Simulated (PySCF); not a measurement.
H5InOP2. Atoms are numbered in the order given.

```xyz
9

In     0.1730    -0.0317    -0.0580
O      2.1213    -0.4362    -0.4849
H      2.3865    -0.0530    -1.3430
P     -0.3908    -0.9073     2.2507
H      0.2855    -2.1442     1.9446
H     -1.6642    -1.4110     1.7946
P     -1.1634     1.4053    -1.6827
H     -2.3556     0.6381    -1.4142
H     -0.7859     0.5454    -2.7796
```

Geometry optimised at PBE-D3(BJ)/def2-SVP. The structure was generated by enumeration; whether it is a known compound was not checked. The def2 effective core potentials stand for the cores of In; spin–orbit coupling is left out. One conformer was computed; it need not be the lowest.

These are TDDFT-B3LYP/def2-SVPD (PySCF) values and carry that method's errors.

Vertical excitations. Gas-phase values at a fixed geometry.

```tsv
state	energy (eV)	λ (nm)	f	main pairs
S1	4.47	278	0.048	HOMO→LUMO+1 61 %, HOMO→LUMO 36 %
S2	4.85	255	0.391	HOMO→LUMO 51 %, HOMO→LUMO+1 38 %
S3	5.07	245	0.009	HOMO−2→LUMO 65 %, HOMO−1→LUMO 29 %
S4	5.27	235	0.046	HOMO−1→LUMO 45 %, HOMO−2→LUMO 29 %, HOMO−2→LUMO+1 13 %
S5	5.39	230	0.005	HOMO−1→LUMO+1 80 %
S6	5.48	226	0.073	HOMO→LUMO+2 67 %, HOMO→LUMO+3 15 %, HOMO−1→LUMO+1 10 %
S7	5.80	214	0.053	HOMO→LUMO+3 41 %, HOMO−3→LUMO 19 %, HOMO−2→LUMO+1 17 %, HOMO→LUMO+2 7 %
S8	5.82	213	0.052	HOMO−4→LUMO 29 %, HOMO→LUMO+3 27 %, HOMO−2→LUMO+1 20 %, HOMO−1→LUMO 5 %
S9	5.92	209	0.007	HOMO−4→LUMO 55 %, HOMO−3→LUMO 29 %, HOMO→LUMO+3 11 %
S10	6.11	203	0.023	HOMO→LUMO+4 44 %, HOMO−3→LUMO 18 %, HOMO−1→LUMO+2 15 %, HOMO−2→LUMO+1 9 %
T1	3.48	356	0	HOMO→LUMO 96 %
T2	4.26	291	0	HOMO→LUMO+1 96 %
T3	4.41	281	0	HOMO−1→LUMO 94 %
T4	4.78	259	0	HOMO−2→LUMO 92 %
```
Triplets are in the Tamm–Dancoff approximation, which puts them higher than full response would, so one can lie above its singlet here.
